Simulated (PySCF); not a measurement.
# Working out the ionisation energy of B²⁺

B²⁺ [He] 2s1 (2S) → B³⁺ 1s2 (1S). All numbers are calculated (PySCF 2.14, the spin-free X2C one-electron Hamiltonian (Gaussian nucleus), in x2c-QZVPPall). Frozen: nothing. Energies in hartree (1 hartree = 27.21139 eV):

```csv
part,B²⁺ (lower),B³⁺ (upper)
UHF,-23.382627,-21.992435
MP2 opposite-spin,-0.016712,-0.015856
MP2 same-spin,-0.000360,0.000000
```

Task: What does Hartree-Fock give?

Result: (-21.992435) − (-23.382627) = 1.390192 hartree = 37.829 eV.

Task: What do MP2 and SCS-MP2 (6/5 opposite-spin, 1/3 same-spin) give?

Result: The opposite-spin parts differ by 0.023 eV and the same-spin parts by 0.010 eV. MP2: 37.829 + (0.023) + (0.010) = 37.862 eV. SCS-MP2: 37.829 + 1.2 × (0.023) + (0.010)/3 = 37.860 eV.

Measured between the centres of the two terms (NIST): 37.931 eV, so MP2 (valence and next inner shell) is off by -0.069 eV.

What remains against the reference includes basis incompleteness and correlation beyond second order.
